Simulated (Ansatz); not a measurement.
`BrB(Br)Br` + `F[SiH]` → `BrBBr` + `F[Si]Br`  (redistribution)

Computed with Ansatz on PBE0-D4/def2-TZVP structures; ΔE is electronic, products minus reactants. CCSD(T)/CBS is the MP2 limit (def2-TZVPP, def2-QZVPP) plus CCSD(T) − MP2 in def2-TZVPP, frozen cores. This one scheme is used for every species. DFT in def2-TZVPP. For Br outer-core shells are correlated without core-valence functions, which leaves a few kJ/mol of doubt a bond. Scalar relativity is left out up to krypton.

CCSD(T)/CBS gives -0.98 eV.

Task: Another level gave -1.10 eV. Which?
A. BHLYP/def2-TZVPP
B. RPA@PBE/def2-TZVPP
C. ωB97X-V/def2-TZVPP
D. PBE0/def2-TZVPP

Result: A. BHLYP -1.10, PBE0 -1.05, ωB97X-V -1.00, RPA@PBE/def2-TZVPP -0.88 eV.

Largest T1 diagnostic among the species: 0.015.

At CCSD(T), def2-SVP lies +0.14 eV from the extrapolated value and def2-TZVPP +0.04 eV. In def2-TZVPP, CCSD(T) changes the Hartree–Fock value by +0.15 eV (the triples alone add +0.01 eV) and MP2 by +0.17 eV. Leaving LDA and LC-ωPBE aside and taking each functional with its dispersion term where it has one, the values, not all of them listed here, spread over 0.10 eV, from r2SCAN-D4 to B97M-V. LDA lies +0.04 eV from PBE without D4.
